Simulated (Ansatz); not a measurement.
Wavefunction ladder for C5H4Cl3F3O2Ti, SMILES `CC1=CC(C(F)(F)F)=[O+][Ti-]([Cl])([Cl])([Cl])[O]1`

```xyz
18

C     2.505    0.462    1.041
C     1.131    0.330    0.488
C     0.620   -0.892    0.079
C    -0.675   -0.955   -0.423
C    -1.262   -2.302   -0.870
F    -2.322   -2.602   -0.127
F    -1.640   -2.235   -2.141
F    -0.376   -3.292   -0.751
O    -1.458    0.010   -0.553
Ti   -1.279    2.018   -0.150
Cl   -1.714    2.368   -2.265
Cl   -0.719    4.085    0.406
Cl   -3.029    1.804    1.145
O     0.459    1.419    0.421
H     3.066    1.177    0.433
H     2.444    0.881    2.048
H     3.029   -0.491    1.068
H     1.219   -1.785    0.151
```

Total charge 0; spin multiplicity 1. Correlated methods include outer-core shells of Ti, which these sets cover unevenly. Scalar relativity is left out up to krypton. All single points use the PBE0-D4/def2-TZVP geometry. Frozen core, restricted reference, the Gaussian-basis code of Ansatz.

```csv
basis,HF (Eh),MP2 corr.
def2-SVP,-2865.81457,-2.27959
def2-TZVPP,-2867.18673,-2.99172
def2-QZVPP,-2867.26731,-3.24607
```

**Question.** Estimate the CCSD correlation energy and the (T) correction in each basis where they were run (hartree).

**Answer.** 
| basis | CCSD corr. | (T) |
| --- | --- | --- |
| def2-SVP | -2.32978 | -0.09164 |
| def2-TZVPP | -3.03478 | -0.14926 |
